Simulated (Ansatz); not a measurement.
Relaxation of H₅O₃Sn (9 atoms, charge 0, multiplicity 2), to a largest force component of 0.03 eV/Å in at most 50 steps.

The calculation used UHF/def2-SVP in Ansatz.

```xyz
9
Properties=species:S:1:pos:R:3:forces:R:3
Sn 0.045 0.004 -0.014 -0.08 -0.05 0.42
H -0.005 -0.020 1.713 0.01 0.04 -0.61
H 1.576 0.076 -0.736 -0.01 -0.03 -0.01
O -1.002 1.529 -0.661 -0.03 0.05 0.03
H -1.815 1.371 -1.115 0.03 -0.04 -0.01
O -0.862 -1.605 -0.680 0.01 -0.06 -0.10
H -1.515 -2.059 -0.170 0.05 0.10 0.02
O 0.110 -0.036 3.927 0.02 -0.01 0.24
H -0.510 -0.757 4.023 0.00 0.01 0.02
```

Where does it end, and by what steps?

The forces met the threshold. The force dipped under the threshold on the way, but the program's further checks kept it going. After 18 steps the energy has fallen by 0.149 eV; H9 moved furthest, 0.94 Å.

| step | energy less start (eV) | largest force component (eV/Å) | accepted |
| --- | --- | --- | --- |
| 0 | 0.0000 | 0.610 | yes |
| 1 | -0.0381 | 0.576 | yes |
| 2 | -0.0741 | 0.467 | yes |
| 3 | -0.0919 | 0.287 | yes |
| 4 | -0.1060 | 0.143 | yes |
| 5 | -0.1305 | 0.144 | yes |
| 6 | -0.1360 | 0.191 | yes |
| 7 | -0.1422 | 0.048 | yes |
| 8 | -0.1442 | 0.013 | yes |
| 9 | -0.0262 | 2.979 | no |
| 10 | -0.1445 | 0.012 | yes |
| 11 | -0.1452 | 0.180 | yes |
| 12 | -0.1458 | 0.123 | yes |
| 13 | -0.1464 | 0.172 | yes |
| 14 | -0.1447 | 0.485 | no |
| 15 | -0.1473 | 0.027 | yes |
| 16 | -0.1473 | 0.239 | yes |
| 17 | -0.1478 | 0.164 | yes |
| 18 | -0.1486 | 0.016 | yes |

```xyz
9
Properties=species:S:1:pos:R:3
Sn -0.076 -0.084 -0.092
H -0.146 -0.201 1.597
H 1.436 0.207 -0.807
O -1.351 1.343 -0.534
H -1.492 1.560 -1.443
O -0.722 -1.725 -0.952
H -1.563 -2.071 -0.695
O 0.401 -0.459 4.547
H -0.465 -0.069 4.666
```

The run took 62 s on 2 threads of Arm Neoverse V1 (shared host), peak memory 0.31 GiB.
